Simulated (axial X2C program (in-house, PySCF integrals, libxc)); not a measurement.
Bond lengths and stretching modes, held linear, of TeCO⁺

Computed with an axial X2C code built on PySCF integrals: two-component X2C with atomic mean-field Coulomb and Gaunt terms, Gaussian nuclei, basis Te dyall-v3z, C dyall-v3z, O dyall-av3z with contracted cores. Spin-free rows use the one-electron spin-free X2C Hamiltonian.

Masses Te 129.906, C 12.000, O 15.995 u. States: 2c Ω = 3/2 (beyond evenly filled blocks: ω = 3/2); spin-free M_S = 1/2, Λ = 1 (beyond evenly filled blocks: π+α, π+β, π-α).

HF, 2c: energies above the lowest point

```json
{"r(Te–C) (Å)": "1.9909", "r(C–O) (Å)": "1.0939", "E (meV)": "137.09"}
{"r(Te–C) (Å)": "1.9909", "r(C–O) (Å)": "1.1220", "E (meV)": "200.92"}
{"r(Te–C) (Å)": "1.9909", "r(C–O) (Å)": "1.1501", "E (meV)": "363.77"}
{"r(Te–C) (Å)": "2.0420", "r(C–O) (Å)": "1.0939", "E (meV)": "49.63"}
{"r(Te–C) (Å)": "2.0420", "r(C–O) (Å)": "1.1220", "E (meV)": "119.96"}
{"r(Te–C) (Å)": "2.0420", "r(C–O) (Å)": "1.1501", "E (meV)": "290.30"}
{"r(Te–C) (Å)": "2.0420", "r(C–O) (Å)": "1.1781", "E (meV)": "539.02"}
{"r(Te–C) (Å)": "2.0930", "r(C–O) (Å)": "1.0939", "E (meV)": "0.00"}
{"r(Te–C) (Å)": "2.0930", "r(C–O) (Å)": "1.1220", "E (meV)": "75.27"}
{"r(Te–C) (Å)": "2.0930", "r(C–O) (Å)": "1.1501", "E (meV)": "251.27"}
{"r(Te–C) (Å)": "2.1441", "r(C–O) (Å)": "1.1220", "E (meV)": "56.93"}
{"r(Te–C) (Å)": "2.1441", "r(C–O) (Å)": "1.1781", "E (meV)": "497.79"}
```

Q: Fit a quadratic surface with cubic terms in each bond: where is the minimum, and what are the two stretching wavenumbers?

A: At HF, 2c: bonds 2.173 and 1.087 Å; harmonic stretches 207.1 and 2465.2 cm⁻¹; force constants 0.586, 25.1 and coupling 0.65 mdyn/Å.

The other levels and Hamiltonians give:

| Hamiltonian | level | r(Te–C) (Å) | r(C–O) (Å) | lower stretch (cm⁻¹) | upper stretch (cm⁻¹) |
| --- | --- | --- | --- | --- | --- |
| 2c | PBE0 | 2.040 | 1.121 | 404.9 | 2238.0 |
| 2c | PBE | 2.035 | 1.139 | 416.9 | 2104.7 |
| spin-free | PBE0 | 2.025 | 1.122 | 425.6 | 2234.2 |
| spin-free | HF | 2.142 | 1.088 | 292.0 | 2466.0 |
| spin-free | PBE | 2.023 | 1.140 | 434.1 | 2099.6 |

Each state is one determinant, the lowest of a limited PBE0 search; the stretches come from a fit to these few points and carry an uncertainty of a few per cent. Other orders of the atoms were not compared. Left out for rough or failed fits: MP2 2c, MP2 spin-free. The levels spread by more than a fifth, so the stretches depend strongly on the method. The molecule was held linear; bending was not examined, so a bent shape may lie lower. Note: functional without a current term on a determinant with orbital currents, of the molecule or an atom.
